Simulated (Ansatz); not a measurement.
Frontier orbitals of CH₆OSi₂ (`O=C([SiH3])[SiH3]`).

```xyz
10

O    -1.2440   -0.5813   -1.4826
C    -0.4981   -0.2327   -0.5931
Si   -0.5415    1.6024    0.0420
Si    0.7364   -1.5114    0.1907
H    -0.8577    1.5859    1.4955
H     0.8142    2.1894   -0.1329
H    -1.5575    2.3702   -0.7165
H     0.5629   -2.8342   -0.4550
H     2.1203   -1.0000    0.0006
H     0.4651   -1.5882    1.6513
```

The species carries charge 0 and has multiplicity 1. The structure was optimised at the PBE0-D4/def2-TZVP level. Basis def2-TZVPP, the Gaussian-basis code of Ansatz.

```tsv
functional	HOMO (eV)	LUMO (eV)	gap (eV)
PBE	-5.25	-3.08	2.17
BLYP	-5.14	-2.91	2.23
B97M-V	-5.68	-2.95	2.73
PBE0	-6.56	-1.96	4.60
r2SCAN0	-6.71	-1.88	4.83
BHLYP	-7.82	-0.68	7.14
ωB97M-V	-8.75	0.33	9.08
```

Against PBE, PBE0 changes HOMO and LUMO by −1.31 and +1.13 eV, ωB97M-V by −3.50 and +3.41 eV. A gap of 2.17 eV thus becomes 9.08 eV for the same molecule, so an orbital gap means little without its functional. A positive LUMO is unbound and depends on the basis.
